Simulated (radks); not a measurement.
Results of a calculation; reference values are marked as such.
Ionisation of Tm, [Xe] 4f13 6s2, to Tm+, [Xe] 4f13 6s1, under several functionals. Scalar-relativistic Kohn-Sham, spin-unpolarised, spherical densities, point nucleus; a radial shooting solver on a logarithmic mesh with Libxc functionals.

functional,E(Tm) (hartree),Exc (hartree),IE (eV),-e(HOMO) (eV),<r> HOMO (bohr),IE error (eV)
"LDA (Slater exchange, VWN5 correlation)",-13559.0557,-276.7197,6.675,3.325,0.8110,+0.490
PBE,-13567.4694,-285.1350,6.457,3.095,0.8113,+0.273
exchange-only B88,-13564.6703,-282.2750,5.876,2.083,0.8153,-0.309
AM05,-13559.3500,-277.0187,6.412,3.166,0.8104,+0.227
"LDA (Slater exchange, Perdew-Wang correlation)",-13559.0267,-276.6901,6.676,3.321,0.8110,+0.492
HCTH/407,-13575.5846,-293.6424,6.393,3.851,4.052,+0.209

NIST Atomic Spectra Database: 6.184 eV (measured). Closest: HCTH/407. The Delta-SCF values span 0.80 eV, the total energies 16.56 hartree. The highest occupied level is 4f. Spin polarisation and multiplet splitting are left out, so open shells lie too high by an amount that depends on their filling. Spin-orbit splitting is averaged out at the scalar-relativistic level.

Beside tabulated values, note that spin-unpolarised runs miss the spin-polarisation part of the exchange energy of open shells.
